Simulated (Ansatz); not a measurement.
Total energies of the cluster Ta₄ from Ansatz at PBE-D4/def2-TZVP, gas phase (1 Eh = 27.2114 eV = 2625.5 kJ/mol). The reference geometry is relaxed at PBE-D4/def2-SVP.

```xyz
4

Ta    0.2475    0.1052    1.5484
Ta   -1.1813   -0.9993   -0.2750
Ta    1.3036   -0.5235   -0.7045
Ta   -0.3697    1.4176   -0.5689
```

```tsv
state	geometry	energy (Eh)
charge 0 singlet	reference	-228.06317
charge 1 doublet	reference	-227.85147
charge 0 triplet	relaxed at PBE-D4/def2-SVP	-228.04210
charge 0 quintet	relaxed at PBE-D4/def2-SVP	-228.01379
free Ta atom (quartet)	–	-56.85725
```

In the def2 sets Ta takes a core potential; there is no spin–orbit coupling.

Problem. Work out the vertical ionisation energy to the doublet.

Solution. E(charge 1 doublet) − E(charge 0 singlet) = -227.85147 − (-228.06317) = 0.21170 Eh = 5.76 eV. For comparison, −ε of the highest occupied level is 3.49 eV at this level, 2.27 eV less.

Problem. Which of the charge 0 states is lowest, and how far above it are the others?

Solution. The singlet. triplet: -228.04210 − (-228.06317) = 0.02107 Eh = 55.3 kJ/mol; quintet: -228.01379 − (-228.06317) = 0.04938 Eh = 129.6 kJ/mol.

Problem. What is the binding energy per atom against free atoms?

Solution. Atoms: 4 × (-56.85725) = -227.42900 Eh. Binding: -227.42900 − (-228.06317) = 0.63417 Eh = 17.26 eV, or 4.31 eV for each of 4 atoms (no zero-point energy, no counterpoise term).

At PBE-D4/def2-TZVP the gap within one spin of the charge 1 doublet nearly closes, so an electron or hole may be smeared out by delocalisation error. 

The structure comes from a short search, and lower isomers may exist.
